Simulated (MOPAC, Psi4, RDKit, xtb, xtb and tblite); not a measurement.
Two geometries of SMILES [SiH2]([SiH2][GeH3])SC, relaxed at GFN2-xTB with one dihedral held; other torsions can differ between them too.

Structure A

```
15

C      1.2983     0.5845     2.5009
S     -0.4677     0.8223     2.1397
Si    -0.5646    -0.0232     0.1574
Si    -0.6630    -2.3439     0.2558
Ge     1.2311    -3.2976     1.2633
H      1.5385    -0.4774     2.5064
H      1.8967     1.1062     1.7603
H      1.4771     1.0059     3.4844
H     -1.7456     0.6361    -0.3853
H      0.6151     0.5160    -0.5279
H     -0.7753    -2.8776    -1.1077
H     -1.8457    -2.8161     0.9854
H      2.5350    -2.6724     0.8455
H      1.4636    -4.7588     1.0156
H      1.2858    -3.1912     2.7611
```

Structure B

```
15

C      1.3695     2.4912     1.4873
S      0.9965     1.7773    -0.1472
Si    -0.4248     0.2149     0.2969
Si    -0.9106     0.0474     2.5615
Ge     0.9397    -0.3835     3.9345
H      0.4546     2.8172     1.9730
H      1.8955     1.7612     2.0996
H      2.0139     3.3457     1.3076
H     -1.5835     0.5400    -0.5335
H      0.1940    -0.9920    -0.2540
H     -1.8769    -1.0444     2.7215
H     -1.5830     1.2492     3.0765
H      2.1635    -0.8563     3.2010
H      0.7440    -1.4351     4.9859
H      1.4521     0.7958     4.7122
```

Problem. Which is lower in energy at the level B3LYP-D3(BJ)/def2-TZVP // GFN2-xTB (Psi4), and by how much?

Solution. A is lower, by 1.87 kcal/mol (dihedral C1–S2–Si3–Si4: 80° in A, 0° in B).

E(B) − E(A) in kcal/mol at the other levels, on the same two geometries: GFN2-xTB (xtb and tblite) 0.73; B3LYP/def2-TZVP // GFN2-xTB (Psi4) 2.44; PBE/def2-TZVP // GFN2-xTB (Psi4) 2.28; PBE-D3(BJ)/def2-TZVP // GFN2-xTB (Psi4) 1.97; UFF // GFN2-xTB (RDKit) 3.35; PM3, restricted, heats of formation // GFN2-xTB (MOPAC) 1.49; PM6, restricted, heats of formation // GFN2-xTB (MOPAC) -2.40; GFN1-xTB // GFN2-xTB (xtb) -0.37.
